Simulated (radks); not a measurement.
Values are calculated unless marked as measured or tabulated.
Orbital eigenvalues (eV) of the europium ion Eu3+, [Xe] 4f6, at several levels of relativity; Dirac values are averaged over j with weights 2j + 1. Spin-unpolarised spherical Kohn-Sham, PBE, point nucleus unless stated (finite: rms radius 5.1115 fm), a radial shooting solver on a logarithmic mesh with Libxc functionals. A level marked "c x" has the speed of light scaled by that factor and shares open shells by 2j + 1; other Dirac levels either fill j = l - 1/2 first or share by 2j + 1.

\begin{tabular}{lrrrrr}
shell & non-rel. & scalar-rel., finite nucleus & Dirac, 2j+1 shares & Dirac, c x 2 & change of magnitude, last against first (%) \\ \hline
2p & -6896.6 & -7108.3 & -7123.2 & -6948.9 & +0.76 \\
3s & -1614.8 & -1780.1 & -1777.6 & -1651.8 & +2.29 \\
3p & -1456.5 & -1510.7 & -1513.7 & -1469.8 & +0.92 \\
3d & -1161.6 & -1150.3 & -1148.4 & -1158.5 & -0.26 \\
4s & -340.03 & -378.91 & -378.41 & -348.68 & +2.54 \\
4p & -278.53 & -290.15 & -290.93 & -281.39 & +1.03 \\
4d & -169.20 & -166.40 & -166.13 & -168.47 & -0.44 \\
5s & -66.841 & -72.872 & -72.784 & -68.156 & +1.97 \\
5p & -49.873 & -50.932 & -51.053 & -50.129 & +0.51 \\
4f & -37.081 & -33.099 & -33.057 & -36.063 & -2.75 \\
5d (empty) & -25.226 & -24.577 & -24.557 & -25.055 & -0.68 \\
6s (empty) & -21.116 & -22.235 & -22.225 & -21.363 & +1.17 \\
\end{tabular}
